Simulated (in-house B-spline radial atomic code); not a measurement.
Atomic self-consistent-field run: Er III (Er2+) (with a hole in an inner shell). Computed with an all-electron radial atomic-structure program (B-spline basis): Dirac-Hartree-Fock, average of the jj configuration, Fermi nucleus of rms radius 5.2516 fm.

In the input, a minus or plus after the letter marks the j = l - 1/2 or j = l + 1/2 subshell.

Command:
```bash
python run_scf.py task.json out
```
Settings (nuclear radius in fm, mass in u):
```
Z                68
configuration    1s2 2s2 2p6 3s2 3p-1 3p+4 3d10 4s2 4p6 4d10 4f12 5s2 5p6 6s1
hamiltonian      dirac
method           hf
spin_polarised   False
nucleus          fermi
rms_radius       5.2516
atomic_mass      165.9303
speed_of_light   137.035999084
```

Output (hartree, bohr):
```
 radial grid: 81 intervals, B-splines of order 8, outer radius 60 bohr

 iter        energy (Eh)    residual
    1      -13012.607159    6.45e-01
    2      -13011.818595    6.05e-01
    3      -13017.758850    4.06e-02
    4      -13017.779591    1.42e-02
    5      -13017.782130    4.23e-03
    6      -13017.782597    3.67e-03
    7      -13017.782804    7.24e-04
    8      -13017.782816    5.44e-05
    9      -13017.782816    1.18e-05
   10      -13017.782816    3.56e-07

 total energy                    -13017.78282
 kinetic                           14351.8348
 electron-nucleus                 -32131.3738
 electron-electron                  4761.7562

 first-order corrections (not in the total)
   Gaunt                            14.0743
   retardation                      -1.4849
   frequency dependence             -0.2178
   self-energy                      10.1662
   Uehling                          -1.7421
   Wichmann-Kroll                    0.0607
   recoil                            0.0274

 orbital      occ     eigenvalue          <r>       <r^2>       <1/r>     <1/r^3>       <r^4>       r_max    small
 1s1/2      2.000     -2129.0205    0.0203651 0.000567656     77.5475           - 8.64614e-07     0.01286  6.48e-02
 2s1/2      2.000      -364.5933    0.0857537   0.0087483      18.682           - 0.000133121     0.07331  1.45e-02
 2p1/2      2.000      -346.5138    0.0715739  0.00634924     18.5929           - 8.26071e-05      0.0552  1.45e-02
 2p3/2      4.000      -312.9017    0.0787108   0.0075423     16.1571     12187.5 0.000111772     0.06133  1.33e-02
 3s1/2      2.000       -84.7812      0.22346   0.0572087     6.87422           -  0.00495184      0.2065  4.73e-03
 3p1/2      1.000       -77.3978     0.214333   0.0535779     6.76466           -  0.00462746      0.1946  4.64e-03
 3p3/2      4.000       -69.8938     0.226681   0.0596182     6.15968     2700.58  0.00559267       0.207  4.34e-03
 3d3/2      4.000       -56.5533     0.199785   0.0469078      6.0322     459.046   0.0039182      0.1634  4.20e-03
 3d5/2      6.000       -55.2517     0.203959    0.048743     5.87674     401.114  0.00419774      0.1671  4.10e-03
 4s1/2      2.000       -18.4904     0.504615    0.287474      2.8642           -    0.120119      0.4713  1.50e-03
 4p1/2      2.000       -15.2327     0.513687    0.300845     2.77364           -    0.135728      0.4747  1.45e-03
 4p3/2      4.000       -13.6185     0.542805      0.3352     2.54983     604.075    0.168193      0.4997  1.31e-03
 4d3/2      4.000        -8.3008     0.570255     0.37753     2.32845     88.4504    0.233048      0.5018  1.13e-03
 4d5/2      6.000        -7.9972     0.580707    0.391333     2.27626     76.1655     0.25042      0.5104  1.09e-03
 4f5/2      5.143        -1.5204     0.716472    0.654442     1.79195     12.5746     1.07432      0.4931  7.23e-04
 4f7/2      6.857        -1.4876     0.723901    0.669045     1.77516     12.1862     1.12941      0.4966  7.13e-04
 5s1/2      2.000        -3.1231      1.24753     1.74907     1.05966           -     4.54117       1.111  2.93e-04
 5p1/2      2.000        -2.1168      1.38628     2.17651    0.945972           -     7.28824       1.206  2.41e-04
 5p3/2      4.000        -1.8969      1.47796     2.47348    0.874642     73.5876     9.43091       1.282  2.10e-04
 6s1/2      1.000        -0.7117      3.29648     12.0973    0.378827           -     210.092       2.966  4.36e-05
```

Cost of the run: 1.1 s on 1 thread of Intel(R) Xeon(R) 6975P-C, with other jobs on the host.

For the Dirac Hamiltonian the kinetic term is c α·p + (β - 1)c².
